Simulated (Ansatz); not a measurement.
Consider the ligand exchange at a B–N bond: `BN(B)CC=C` + `C=C=CN` → `BNC=C=C` + `BNCC=C`.

Calculated with Ansatz (gas phase, PBE0-D4/def2-TZVP geometries, no zero-point term in ΔE). CCSD(T)/CBS is the MP2 limit (def2-TZVPP, def2-QZVPP) plus CCSD(T) − MP2 in def2-TZVPP, frozen cores. Functionals use def2-TZVPP. HSE06 is defined as in plane-wave codes. One conformer a species, not always the lowest.

```json
{"level": "LDA (SPW92)", "ΔE (kJ/mol)": "-66.7", "difference from CCSD(T)/CBS": "-11.4"}
{"level": "B97M-V", "ΔE (kJ/mol)": "-58.0", "difference from CCSD(T)/CBS": "-2.7"}
{"level": "r2SCANh-D4", "ΔE (kJ/mol)": "-58.0", "difference from CCSD(T)/CBS": "-2.7"}
{"level": "HSE06-D4", "ΔE (kJ/mol)": "-59.1", "difference from CCSD(T)/CBS": "-3.8"}
{"level": "CAM-B3LYP-D4", "ΔE (kJ/mol)": "-59.6", "difference from CCSD(T)/CBS": "-4.3"}
{"level": "ωB97X-V", "ΔE (kJ/mol)": "-54.3", "difference from CCSD(T)/CBS": "1.0"}
{"level": "ωB97M-V", "ΔE (kJ/mol)": "-55.3", "difference from CCSD(T)/CBS": "0.0"}
{"level": "PBE", "ΔE (kJ/mol)": "-67.4", "difference from CCSD(T)/CBS": "-12.1"}
{"level": "r2SCAN", "ΔE (kJ/mol)": "-60.2", "difference from CCSD(T)/CBS": "-4.9"}
{"level": "r2SCANh", "ΔE (kJ/mol)": "-59.3", "difference from CCSD(T)/CBS": "-4.0"}
{"level": "CAM-B3LYP", "ΔE (kJ/mol)": "-63.7", "difference from CCSD(T)/CBS": "-8.4"}
{"level": "LC-ωPBE", "ΔE (kJ/mol)": "-60.1", "difference from CCSD(T)/CBS": "-4.8"}
{"level": "MP2/def2-SVP", "ΔE (kJ/mol)": "-64.8", "difference from CCSD(T)/CBS": "-9.5"}
{"level": "CCSD(T)/def2-SVP", "ΔE (kJ/mol)": "-67.9", "difference from CCSD(T)/CBS": "-12.6"}
{"level": "CCSD/def2-TZVPP", "ΔE (kJ/mol)": "-55.3", "difference from CCSD(T)/CBS": "0.0"}
{"level": "MP2/def2-QZVPP", "ΔE (kJ/mol)": "-52.7", "difference from CCSD(T)/CBS": "2.6"}
{"level": "CCSD(T)/CBS", "ΔE (kJ/mol)": "-55.3", "difference from CCSD(T)/CBS": "0"}
```

Largest T1 diagnostic among the species: 0.014.

From BLYP to BHLYP (50 % exact exchange), in def2-TZVPP and without D4, ΔE moves by +9.7 kJ/mol. At CCSD(T), def2-SVP lies −12.6 kJ/mol from the extrapolated value and def2-TZVPP −0.4 kJ/mol. Leaving LDA and LC-ωPBE aside and taking each functional with its dispersion term where it has one, the values, not all of them listed here, spread over 8.5 kJ/mol, from PBE-D4 to ωB97X-V.
